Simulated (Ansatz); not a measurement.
(H3Ge)2CH2 (CH8Ge2). Total charge 0; singlet. Geometry r2SCAN-D4/def2-SVP, basis def2-TZVP, Ansatz.

```csv
run,HOMO (eV),LUMO (eV)
A,-8.08,0.03
B,-11.28,3.07
C,-7.29,-0.36
D,-7.57,0.06
E,-7.25,-0.25
F,-10.61,1.94
```

HSE06 is defined as in plane-wave codes, on full-range PBE exchange.

Problem. The runs used HF, HSE06, PBE, r2SCAN, revPBE, ωB97M-V. Estimate which is which.

Solution. A HSE06 (range-separated); B HF (100 % exact exchange); C PBE (0 % exact exchange); D r2SCAN (0 % exact exchange); E revPBE (0 % exact exchange); F ωB97M-V (range-separated). Exact exchange lowers occupied and raises empty levels; among semilocal functionals meta-GGAs tend to open the gap a little, and such runs are hard to tell apart. The gap grows from 6.93 eV (PBE) to 14.35 eV (HF).
